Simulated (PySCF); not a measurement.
# TDDFT excited states: C4HF5O2

Species: C4HF5O2.
SMILES: `O=CC(=O)C(F)(F)C(F)(F)F`

Computed with TDDFT B3LYP/def2-SVPD, vertical, gas phase, core orbitals frozen in the response (PySCF 2.14.0, density-fitted response routines). One conformer (not necessarily the lowest) at the GFN2-xTB geometry, without solvent, vibrations or thermal averaging. Torsions of this conformer, `[O:1]=[CH:2][C:3](=[O:4])[C:5]([F:6])([F:7])[C:8]([F:9])([F:10])[F:11]`: O1–C2–C3–O4 151°, C2–C3–C5–F6 -27°, C3–C5–C8–F9 -56°.

| state | E (eV) | λ (nm) | f | main configurations (H = HOMO, L = LUMO) |
| --- | --- | --- | --- | --- |
| S1 | 2.57 | 483.1 | 0.0003 | H→L (99%) |
| S2 | 4.31 | 287.8 | 0.0008 | H-1→L (89%), H→L+1 (8%) |
| S3 | 5.58 | 222.3 | 0.0004 | H→L+1 (90%), H-1→L (9%) |
| S4 | 6.14 | 201.9 | 0.010 | H-2→L (95%) |
| S5 | 7.19 | 172.4 | 0.021 | H-3→L (36%), H-4→L (34%), H-5→L (26%) |
| S6 | 7.39 | 167.8 | 0.0083 | H-4→L (62%), H-5→L (16%), H-3→L (10%) |
| S7 | 7.41 | 167.4 | 0.0045 | H-1→L+1 (80%), H-5→L (8%) |
| S8 | 7.56 | 164.1 | 0.030 | H→L+2 (62%), H-8→L (14%), H-5→L (10%) |

Triplets (Tamm–Dancoff): T1 2.02 eV, H→L (98%); T2 3.68 eV, H-1→L (83%), H→L+1 (13%); T3 5.06 eV, H-3→L (80%).

The lowest singlet comes at 483 nm (248 kJ/mol) in the visible; it is dark (f under 0.0005); its leading configuration is HOMO→LUMO (99%). The strongest level in the table is S8 at 7.56 eV (164 nm, f = 0.030). It is the last of those listed, so stronger ones may follow. Löwdin shares by element: HOMO oxygen 58%, carbon 24% or more (atoms not listed hold the other 18%); LUMO oxygen 48%, carbon 43% or more. Weighted by f, the mean energy of these states is 7.17 eV. Orbital energies (eV): HOMO-3 -11.96, HOMO-2 -11.39, HOMO-1 -10.11, HOMO -8.28, LUMO -4.13, LUMO+1 -1.26, LUMO+2 0.25. The listed states span 4.99 eV, and the widest gap between neighbours is 1.74 eV (S1 to S2). S1 lies in the visible range (380 to 750 nm), at 483 nm, dark in the vertical dipole picture (f under 0.0005); light of that wavelength is green-blue, and its complementary colour is orange; a Tamm–Dancoff triplet lies at 613 nm, without intensity as long as spin–orbit coupling is left out. Singlets were solved by full linear response, triplets in the Tamm–Dancoff approximation.

The run took 41 s on one thread of an Intel Xeon 6975P-C, no GPU, shared host, and the process peaked at 1.0 GiB of memory.
